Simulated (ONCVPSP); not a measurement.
**Before and after: ONCV potential for Al**

ONCVPSP 4.0.1 input, shortened (lines: element, Z, core and valence counts, functional; n l f; lmax; l rc ep ncon nbas qcut; lloc lpopt rc5 dvloc0; l nproj debl; icmod fcfact rcfact), PBEsol, scalar-relativistic:

```
  Al 13.00    3    2  -116133      upf
    1    0    2.00
    2    0    2.00
    2    1    6.00
    3    0    2.00
    3    1    1.00
    2
    0    1.75    0.00    3    7    4.70
    1    2.85    0.00    4    9    2.80
    2    2.65    0.38    4    8    3.50
    4    5    1.65    0.00
    0    2    3.60
    1    2    3.70
    2    3    1.30
    3    3.25    1.05
```

Change: all radii but the core radius scaled by about 0.92 (s 1.60, p 2.62, d 2.44 bohr); local potential polynomial inside 1.52 bohr (lpopt 5, dvloc0 0 Ha).

Cutoffs: the cutoffs (Ha) at which the residual kinetic energy of the hardest occupied pseudo-wave falls to 1 and 0.1 mHa per electron; they do not see the model core or the augmentation charge, which bear on the density cutoff. Errors are all-electron minus pseudo energies relative to the spin-unpolarised reference configuration.

Question: How do hardness, ghosts and transferability respond?

Answer: The potential gets neither clearly harder nor softer (6.2 Ha and 8.1 Ha → 5.7 Ha and 7.7 Ha); of the 4 tests that both files solve, the error grows in 0 and shrinks in 2 by more than 15 % and 0.3 meV (median size 3.3 → 2.3 meV); neither file shows a bound ghost.

```csv
quantity,base,changed
"cutoff, loose",6.2 Ha,5.7 Ha
"cutoff, tight",8.1 Ha,7.7 Ha
loose cutoff by channel,"s 6.2 Ha, p 2.1 Ha","s 5.7 Ha, p 2.0 Ha"
bound ghosts,none,none
GHOST(+) flags under 300 eV,s at 174.0 eV,s at 126.1 eV
"error for 3s2 3p0, meV [ΔE 5.74 eV]",-3.5,-3.0
"error for 3s1 3p0, meV [ΔE 24.91 eV]",-6.0,-5.0
"error for 3s2 3p0.5, meV [ΔE 2.07 eV]",-0.6,-0.5
"error for 3s1 3p2, meV [ΔE 5.12 eV]",+3.0,+1.5
"rms error of d²Exc/dni dnj with the model core, mHa",0.84,0.82
```

Base: The cutoffs count occupied waves only; projector 2 of the d channel, the hardest unoccupied one, needs 22 Ha at the loose tolerance. Changed file: The cutoffs count occupied waves only; projector 2 of the s channel, the hardest unoccupied one, needs 67 Ha at the loose tolerance.
